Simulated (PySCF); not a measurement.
Species: C2H10N2Si.
Numbering: `[CH3:1][NH:2][SiH2:3][NH:4][CH3:5]`

Cartesian coordinates in Å at the GFN2-xTB level; atoms count from 1:
```
atom  x, y, z in Å
C1    -2.6910    0.1392   -0.1124
N2    -1.3176    0.4454   -0.4159
Si3   -0.0280   -0.3969    0.3463
N4     1.3729    0.3700   -0.2886
C5     2.6942   -0.0806    0.0626
H6    -3.3437    0.4885   -0.9152
H7    -2.7950   -0.9394   -0.0228
H8    -3.0298    0.5895    0.8282
H9    -1.1883    1.4345   -0.5700
H10   -0.2448   -1.8124    0.0055
H11    0.0995   -0.2725    1.8075
H12    1.3316    0.6691   -1.2518
H13    3.4258    0.7080   -0.1254
H14    3.0013   -0.9752   -0.4923
H15    2.7085   -0.3232    1.1224
```

Method used: PySCF, delta-SCF UKS SCAN, pcX-2 on the ionised atom, pcseg-1 elsewhere, spin-free X2C. These are vertical core ionisation energies against the vacuum level, from separate self-consistent calculations with and without the core hole.

Some binding energies are withheld.

| atom(s) | bonded to | level | binding energy (eV) |
| --- | --- | --- | --- |
| C1/C5 | N and 3 H | C 1s | 291.45 |
| N2/N4 | C, H and Si | N 1s | ? |
| Si3 | 2 N and 2 H | Si 1s | ? |
| Si3 | 2 N and 2 H | Si 2p3/2 | 106.53 |

Question: What is the N 1s binding energy of N2 (atom 2)/N4?

Answer: 404.18 eV (silicon-bound nitrogen).

Question: What is the Si 1s binding energy of Si3?

Answer: 1846.44 eV (SiH2 silicon).

Question: Which effective nuclear charge Zeff reproduces each element's mean 1s value in the hydrogen-like formula E = 13.606 eV × Zeff²?

Answer: C (Z = 6): mean 291.4 eV, Zeff = 4.63, Z − Zeff = 1.37; N (Z = 7): mean 404.2 eV, Zeff = 5.45, Z − Zeff = 1.55; Si (Z = 14): mean 1846.4 eV, Zeff = 11.65, Z − Zeff = 2.35. Means run over the listed sites, weighted by atom count.

Atoms equivalent by their bonding share one computed value, that of the first of them. 2p3/2 and 2p1/2 are the ΔSCF energy of one spin-free 2p hole plus the eigenvalues of a spin–orbit and ligand-field matrix of the shell. 2p1/2 minus 2p3/2 (ligand field included): Si 0.62 eV. One conformer (not necessarily the lowest) at the GFN2-xTB geometry, without solvent, vibrations or thermal averaging.
